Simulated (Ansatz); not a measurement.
# Nudged elastic band run: CH5ClNOSc

Input:

```yaml
crystal:
  periodic: [false, false, false]
  atoms:
    - { symbol: C, position_ang: [-2.123506, 0.17157, 0.180344] }
    - { symbol: O, position_ang: [-0.740886, 0.276867, 0.073339] }
    - { symbol: Sc, position_ang: [1.081965, 0.576288, -0.045829] }
    - { symbol: "N", position_ang: [2.175396, -1.041071, -0.248024] }
    - { symbol: Cl, position_ang: [2.133967, 2.659085, 0.032511] }
    - { symbol: H, position_ang: [-2.604847, 0.186575, -0.816004] }
    - { symbol: H, position_ang: [-2.550984, 1.005889, 0.7684] }
    - { symbol: H, position_ang: [-2.417141, -0.773461, 0.675871] }
    - { symbol: H, position_ang: [1.852182, -2.007554, -0.29537] }
    - { symbol: H, position_ang: [3.193854, -1.054178, -0.325239] }
basis:
  gaussian: { orbitals: def2-SVP }
hamiltonian:
  xc: b3lyp
neb:
  order_check: false
  images: 5
  f_tol: 0.05
  max_iterations: 60
  spring: 50.0
  final_atoms:
    - { symbol: C, position_ang: [-2.12444958, 0.1722853, 0.18080186] }
    - { symbol: O, position_ang: [-0.74144017, 0.27307947, 0.07568559] }
    - { symbol: Sc, position_ang: [1.08113226, 0.57322536, -0.04392167] }
    - { symbol: "N", position_ang: [2.17795298, -1.04134646, -0.24847661] }
    - { symbol: Cl, position_ang: [2.13020277, 2.65722935, 0.03320741] }
    - { symbol: H, position_ang: [-2.60409164, 0.18660643, -0.81634829] }
    - { symbol: H, position_ang: [-2.5509884, 1.00949143, 0.7654873] }
    - { symbol: H, position_ang: [-2.42219288, -0.77073926, 0.6778253] }
    - { symbol: H, position_ang: [3.19634308, -1.05140198, -0.3258134] }
    - { symbol: H, position_ang: [1.85753158, -2.00841963, -0.29844848] }
  initial_path:
    images:
      - { positions_ang: [[-2.123506, 0.17157, 0.180344], [-0.740886, 0.276867, 0.073339], [1.081965, 0.576288, -0.045829], [2.175396, -1.041071, -0.248024], [2.133967, 2.659085, 0.032511], [-2.604847, 0.186575, -0.816004], [-2.550984, 1.005889, 0.7684], [-2.417141, -0.773461, 0.675871], [1.852182, -2.007554, -0.29537], [3.193854, -1.054178, -0.325239]] }
      - { positions_ang: [[-2.13539927, 0.19439898, 0.19893128], [-0.75298496, 0.31312021, 0.07171447], [1.05826712, 0.53237217, -0.06804049], [2.21130519, -1.05344499, -0.2561826], [2.0474194, 2.6112023, -0.03351281], [-2.62345155, 0.18983168, -0.79097207], [-2.55417159, 1.03527292, 0.77909643], [-2.40521901, -0.74400799, 0.71309143], [2.10766855, -1.85907299, -0.56537473], [3.04656613, -1.21966228, -0.04875191]] }
      - { positions_ang: [[-2.14729255, 0.21722796, 0.21751855], [-0.76508392, 0.34937341, 0.07008995], [1.03456924, 0.48845633, -0.09025198], [2.24721437, -1.06581898, -0.2643412], [1.9608718, 2.5633196, -0.09953661], [-2.6420561, 0.19308836, -0.76594014], [-2.55735918, 1.06465683, 0.78979286], [-2.39329701, -0.71455497, 0.75031186], [2.36315511, -1.71059198, -0.83537947], [2.89927825, -1.38514655, 0.22773517]] }
      - { positions_ang: [[-2.15918582, 0.24005694, 0.23610583], [-0.77718289, 0.38562662, 0.06846542], [1.01087135, 0.4445405, -0.11246346], [2.28312356, -1.07819297, -0.2724998], [1.8743242, 2.51543689, -0.16556042], [-2.66066065, 0.19634503, -0.74090821], [-2.56054677, 1.09404075, 0.80048929], [-2.38137502, -0.68510196, 0.7875323], [2.61864166, -1.56211097, -1.1053842], [2.75199038, -1.55063083, 0.50422226]] }
      - { positions_ang: [[-2.14760707, 0.21746639, 0.21767117], [-0.76526865, 0.3481109, 0.07087214], [1.03429165, 0.48743545, -0.0896162], [2.2480667, -1.0659108, -0.26449207], [1.95961705, 2.56270105, -0.09930447], [-2.64180431, 0.19309883, -0.76605491], [-2.55736065, 1.06585764, 0.78882196], [-2.39498097, -0.71364773, 0.7509633], [2.8112088, -1.39187464, -0.84552727], [2.45383745, -1.7032271, 0.23666534]] }
      - { positions_ang: [[-2.13602832, 0.19487585, 0.19923652], [-0.75335441, 0.31059518, 0.07327887], [1.05771196, 0.5303304, -0.06676894], [2.21300984, -1.05362863, -0.25648434], [2.04490991, 2.6099652, -0.03304853], [-2.62294798, 0.18985263, -0.7912016], [-2.55417453, 1.03767454, 0.77715463], [-2.40858693, -0.74219349, 0.7143943], [3.00377594, -1.22163831, -0.58567033], [2.15568452, -1.85582337, -0.03089157]] }
      - { positions_ang: [[-2.12444958, 0.1722853, 0.18080186], [-0.74144017, 0.27307947, 0.07568559], [1.08113226, 0.57322536, -0.04392167], [2.17795298, -1.04134646, -0.24847661], [2.13020277, 2.65722935, 0.03320741], [-2.60409164, 0.18660643, -0.81634829], [-2.5509884, 1.00949143, 0.7654873], [-2.42219288, -0.77073926, 0.6778253], [3.19634308, -1.05140198, -0.3258134], [1.85753158, -2.00841963, -0.29844848]] }
```

Run as:

```bash
$ ansatz run input.yaml --threads 2 --pin off --max-ram 3072MiB --backend cpu --events-out ev --progress --plain --runs-dir out
```

Output, in part (warnings, iteration lines, the closing report on the highest movable image, with atoms numbered from 0):

```
NEB end point (image 0): max|allowed force component| = 3.269e-3 eV/Å (the criterion of neb.relax_end_points is 1.000e-2)
NEB end point (image 6): max|allowed force component| = 7.467e-3 eV/Å (the criterion of neb.relax_end_points is 1.000e-2)
NEB iter   1: max|band force component| = 1.441e1 eV/Å  barrier→ = 2.5325 eV  barrier← = 2.5326 eV  Δτ_max = 0.1922 Å  (203 SCF iters)
NEB iter   2: max|band force component| = 1.566e0 eV/Å  barrier→ = 0.4192 eV  barrier← = 0.4192 eV  Δτ_max = 0.0637 Å  (163 SCF iters)
NEB iter   3: max|band force component| = 6.999e-1 eV/Å  barrier→ = 0.3275 eV  barrier← = 0.3275 eV  Δτ_max = 0.1504 Å  (167 SCF iters)
NEB iter   4: max|band force component| = 4.108e-1 eV/Å  barrier→ = 0.3270 eV  barrier← = 0.3270 eV  CI = image 3  Δτ_max = 0.0928 Å  (161 SCF iters)
NEB iter   5: max|band force component| = 1.781e-1 eV/Å  barrier→ = 0.3243 eV  barrier← = 0.3243 eV  CI = image 3  Δτ_max = 0.0401 Å  (165 SCF iters)
NEB iter   6: max|band force component| = 4.854e-2 eV/Å  barrier→ = 0.3240 eV  barrier← = 0.3240 eV  CI = image 3  Δτ_max = 0.0000 Å  (306 SCF iters)
Total energy: -37873.60834767 eV, -1391.8294351233 hartree
Atom 0 at    -2.116308     0.189625     0.233736 Å, force     0.003533    -0.016962    -0.001335 eV/Å
Atom 1 at    -0.752164     0.401003     0.070458 Å, force    -0.004320     0.031181     0.001652 eV/Å
Atom 2 at     1.081393     0.560153    -0.129270 Å, force     0.002346    -0.005829    -0.003799 eV/Å
Atom 3 at     2.209921    -1.062452    -0.254073 Å, force     0.007603    -0.013082     0.013208 eV/Å
Atom 4 at     2.042448     2.684774    -0.188578 Å, force    -0.000096    -0.003786    -0.000964 eV/Å
Atom 5 at    -2.631195     0.134792    -0.744218 Å, force    -0.000211     0.000096    -0.000188 eV/Å
Atom 6 at    -2.583977     1.011552     0.808266 Å, force    -0.000136    -0.001470     0.000408 eV/Å
Atom 7 at    -2.320765    -0.757026     0.769643 Å, force    -0.000091    -0.001560    -0.000293 eV/Å
Atom 8 at     2.458446    -1.583624    -1.096375 Å, force    -0.004986     0.006540     0.001969 eV/Å
Atom 9 at     2.612202    -1.578786     0.530409 Å, force    -0.003643     0.004871    -0.010657 eV/Å
Dipole moment:    -0.319346    -0.637572     0.014729 e Å
```

The run converged. Another band between the same ends (5 images) ends at a top of the same energy, where a vibrational analysis finds 1 clearly imaginary mode.

Final band (atoms are numbered from 1 in the order of the input):

```csv
image,path coordinate (Å),energy (kJ/mol),dihedral Cl5–Sc3–N4–H9 (°)
0,0.00,0.0,180
1,0.59,7.1,-153
2,1.19,22.9,-124
3,1.78,31.3,-93
4,2.38,22.8,-60
5,2.98,6.9,-28
6,3.58,0.0,0
```

Run time: 2.5 min on 2 threads of Arm Neoverse V1, with other jobs on the host, peak memory 0.29 GiB.
